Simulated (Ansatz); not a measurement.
A nudged elastic band was laid between two geometries of FH3Sn + H2 (7 atoms, charge 0, multiplicity 1).

Level of theory: RKS r2SCANh-D4/def2-TZVP in Ansatz 0.2.0.

```json
{
 "movable images": "5",
 "climbing image": "yes",
 "spring": "5.0 eV/Å²",
 "optimiser": "quadratic models (default)",
 "start path": "through a guess of the saddle point",
 "force threshold": "0.05 eV/Å",
 "iteration limit": "60",
 "end points": "relaxed"
}
```

First end point:

```xyz
7
Properties=species:S:1:pos:R:3
Sn -1.041 -0.058 -0.228
F 0.052 1.474 0.186
H -0.314 -0.746 -1.598
H -0.963 -1.029 1.161
H -2.578 0.599 -0.524
H 2.228 0.198 0.498
H 2.615 -0.438 0.505
```

Last end point:

```xyz
7
Properties=species:S:1:pos:R:3
Sn -0.576 -0.581 -0.424
F 1.270 1.758 1.403
H -0.790 -1.780 -1.607
H -0.969 -1.175 1.113
H -1.474 0.805 -0.800
H 1.452 1.134 0.742
H 1.087 -0.160 -0.427
```

Question: What changes between the two ends?

Answer: Bonds broken: Sn1–F2, H6–H7. Bonds formed: Sn1–H7, F2–H6. FH3Sn + H2 becomes FH + H4Sn.

Question: What energy profile does the band end with?

Answer: The forces met the threshold. The highest image is number 4 of 0 to 6, 34.7 kcal/mol above the first end and 26.0 kcal/mol above the last; the last end lies 8.7 kcal/mol above the first. A vibrational analysis at the climbing image gives one clearly imaginary mode, 1064i cm⁻¹: a first-order saddle point. The orbitals stay closed-shell, which can raise the energy where a bond breaks towards radicals; this wasn't checked here.

```tsv
image	path coordinate (Å)	energy (kcal/mol)	Sn1–F2 (Å)	H6–H7 (Å)	Sn1–H7 (Å)
0	0.00	0.0	1.93	0.74	3.75
1	0.72	0.2	1.93	0.74	3.63
2	1.45	2.6	1.93	0.74	3.03
3	2.17	13.7	1.97	0.76	2.47
4	2.89	34.7	2.21	0.96	2.01
5	3.69	13.3	2.80	1.45	1.75
6	4.49	8.7	3.50	1.78	1.72
```

Question: What is the geometry of the highest image?

Answer: 
```xyz
7
Properties=species:S:1:pos:R:3
Sn -0.530 -0.253 -0.177
F 0.548 1.340 0.912
H -0.298 -1.319 -1.499
H -0.937 -1.095 1.231
H -1.567 0.991 -0.673
H 1.306 0.554 0.374
H 1.478 -0.219 -0.168
```

Question: What are the harmonic wavenumbers there?

Answer: 1064i, 66, 430, 539, 630, 707, 731, 769, 975, 1172, 1617, 1915, 1986, 2010, 2013 cm⁻¹.

Run time: 3.5 min on 4 threads of Arm Neoverse N1 (shared host), peak memory 0.22 GiB.
